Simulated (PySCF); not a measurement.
Species: [Mo(Cl)4(F)2] (charge 0, multiplicity 1).

**Question.** Predict the LUMO, charge on the central atom (Mulliken) and HOMO–LUMO gap from TPSSh-D3(BJ)/def2-TZVP // TPSS-D3(BJ)/def2-SVP (PySCF 2.14.0).

**Answer.** 
| Quantity | Result |
|---|---|
| LUMO | -6.26 eV |
| charge on the central atom (Mulliken) | 1.21 e |
| HOMO–LUMO gap | 2.59 eV |
